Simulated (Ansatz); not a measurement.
Two shapes of doublet CrMnO.

Shape 1:

```xyz
3

Cr    0.0000    0.0000   -2.3400
O     0.0000    0.0000    0.0000
Mn    0.0000    0.0000    2.3400
```

Shape 2:

```xyz
3

Cr    0.0000    0.0000   -1.8000
O     0.0000    0.0000    0.0000
Mn    0.0000    0.0000    1.8000
```

Basis set: pcseg-2 (spherical functions). Some runs use density fitting. Charge 0, multiplicity 2.

Computed with Ansatz (development build ahead of 0.2.0); each method stands on the lowest determinant of its kind that the runs found.

(1) Which shape is lower in energy, and by how much in each method?

## Answers

(1)

| method | E(2) − E(1) (eV) |
| --- | --- |
| PBE (unrestricted) | -2.818 |
| PBE0 (unrestricted) | -2.967 |

Shape 2 is lower. Caution: another spin multiplicity may lie lower; the unrestricted determinant is a mixture of spin states.
